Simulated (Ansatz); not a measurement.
Bond stretch in Al2, triplet.

- ROHF/cc-pVTZ (Ansatz, a program for electronic structure)
- ROMP2 = MP2 on ROHF/cc-pVTZ, frozen core run with Ansatz
- ROCCSD = CCSD on ROHF/cc-pVTZ, frozen core run with Ansatz
- ROCCSD(T) = Ansatz with CCSD(T) on ROHF/cc-pVTZ, frozen core
- UHF/cc-pVTZ (Ansatz)
- UMP2 = Ansatz with MP2 on UHF/cc-pVTZ, frozen core
- UCCSD = Ansatz with CCSD on UHF/cc-pVTZ, frozen core
- UCCSD(T) = CCSD(T) on UHF/cc-pVTZ, frozen core (Ansatz)
- ROCCSDT = Ansatz with CCSDT on ROHF/cc-pVTZ, frozen core
- UCCSDT = Ansatz with CCSDT on UHF/cc-pVTZ, frozen core
- UCCSDT(Q) = CCSDT(Q) on UHF/cc-pVTZ, frozen core (Ansatz)
- UKS-PBE = unrestricted PBE/cc-pVTZ run with Ansatz
- UKS-CAM-B3LYP = unrestricted CAM-B3LYP/cc-pVTZ in Ansatz
- FCI = full CI/cc-pVTZ, frozen core (Ansatz)

All curves are set to zero at 2.74 Å and compared with full CI in the same basis at 2.74, 2.88, 3.07, 3.26, 3.51, 3.87, 4.26, 4.77, 5.33, 6.00, 7.06, 8.29 Å.

### Question
Which method stays most parallel to full CI over these points, and which least?

### Answer
UCCSDT(Q) has the smallest spread and UHF the largest. In order (mEh): UCCSDT(Q) 1.16, ROCCSDT 1.56, UCCSDT 1.83, ROCCSD(T) 4.57, UCCSD(T) 5.11, UKS-CAM-B3LYP 7.29, ROCCSD 7.33, ROMP2 7.55, UCCSD 7.67, UMP2 8.74, UKS-PBE 12.39, ROHF 20.04, UHF 22.16.

Errors against full CI at some of the points (mEh):

```csv
method,3.51 Å,4.26 Å,5.33 Å,7.06 Å,8.29 Å
UCCSDT(Q),0.1,0.5,0.8,0.0,-0.1
ROCCSDT,0.2,1.0,0.5,-0.4,-0.5
UCCSDT,0.4,1.3,0.5,-0.4,-0.5
ROCCSD(T),1.4,3.2,0.0,-1.1,-1.2
UCCSD(T),1.9,3.3,0.0,-1.2,-1.3
UKS-CAM-B3LYP,0.7,-0.2,-4.2,-5.4,-5.6
ROCCSD,1.5,0.4,-3.8,-5.1,-5.2
ROMP2,5.0,3.4,-0.7,-1.7,-1.8
UCCSD,2.0,0.5,-3.9,-5.2,-5.3
UMP2,6.2,3.1,-1.3,-2.5,-2.6
UKS-PBE,-3.4,-2.7,4.3,8.5,8.6
ROHF,-2.5,-11.6,-18.2,-19.9,-20.0
UHF,-2.8,-13.2,-20.2,-22.0,-22.2
```

The scan ran from 1.75 to 8.29 Å; beyond the distances shown full CI changes its symmetry label. The T1 diagnostic of CCSD on the restricted reference of ROMP2, ROCCSD, ROCCSD(T), ROCCSDT exceeds 0.045 at 3.51 to 3.87 Å.
